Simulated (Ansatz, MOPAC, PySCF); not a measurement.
Noncovalent pair: CH4O (SMILES CO) (first 6 atoms) with C2H6 (SMILES CC); geometry from B3LYP-D3(BJ)/def2-TZVP, rigid monomers moved along the line of their centres of mass till H6···C7 is 3.70 Å.
(charge 0, multiplicity 1):
```xyz
14

C     -0.63363     0.24077     0.05274
O      0.68303    -0.15537     0.40825
H     -1.24814    -0.60854    -0.26510
H     -0.54118     0.93092    -0.78459
H     -1.14282     0.75868     0.87304
H      0.62856    -0.77086     1.14620
C     -0.12738    -0.76930     4.76624
C      0.14354     0.72913     4.86994
H     -0.50309    -1.17587     5.70696
H      0.78270    -1.32197     4.51891
H     -0.87773    -0.98852     4.00224
H     -0.76767     1.27874     5.11333
H      0.53476     1.12545     3.93182
H      0.87583     0.94271     5.65054
```

Monomers are frozen at their geometry in the pair; levels with a basis set take the counterpoise correction. Rows marked so take none.

Cores are frozen in the correlated methods. Rows in 3-21G, 6-311+G**, 6-31G* carry no dispersion term and start afresh at each structure (6-31G* with six Cartesian d functions). The state reached by PM7 isn't checked; PM7 holds dispersion and hydrogen-bond terms.

The values were computed with Ansatz (Gaussian orbitals); MOPAC for PM7 (differences of heats of formation); PySCF for 3-21G rows, 6-311+G** rows, 6-31G* rows. 

| level | interaction energy (kJ/mol) |
|---|---|
| PM7 | -3.0 |
| PBE/def2-TZVPPD | … |
| B3LYP/3-21G (no counterpoise) | -1.1 |
| B3LYP/6-31G* (no counterpoise) | -1.0 |
| B3LYP/6-311+G** (no counterpoise) | … |
| M06-2X/6-31G* (no counterpoise) | -2.9 |
| wB97M-V/def2-TZVPPD | -2.6 |
| MP2/aug-cc-pVDZ | -2.4 |
| CCSD(T)/aug-cc-pVDZ | -2.5 |

Q: Complete the blanks.

A: 
- PBE/def2-TZVPPD, interaction energy (kJ/mol): -1.5
- B3LYP/6-311+G** (no counterpoise), interaction energy (kJ/mol): -0.4

Ansatz is a first-principles code.
